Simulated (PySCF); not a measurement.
# A small calculation by hand: refractive index and permittivity of the vapour

Be(Br)(iPr) (C₃H₇BeBr), SMILES C[CH](C)[Be][Br].

Geometry: PBE0-D3(BJ)/def2-SVP. Other conformers were not sampled.

PBE0/def2-TZVP (PySCF) gives a mean static polarisability of 70.4 bohr³ and a dipole moment of 1.06 D. Take an ideal gas at 298.15 K and 0.01 bar, whether or not the substance is that volatile.

Q: Work out n − 1 in the optical limit and the static ε − 1.

A: 
Polarisability volume α' = 70.4 × 0.148185 = 10.43 Å³. Number density N = p/kT = 2.43e-7 Å⁻³.
Dilute limit of Lorentz–Lorenz: n − 1 = 2π N α' = 1.6e-5.
Orientation term of Debye: μ²/(3kT) = 8.098 Å³ × μ²(D²) = 9.10 Å³.
ε − 1 = 4π N (α' + μ²/3kT) = 6.0e-5. Orientation of the dipole supplies 47 % of the static response; it can't follow optical fields. Vibrational polarisation and dispersion are left out.
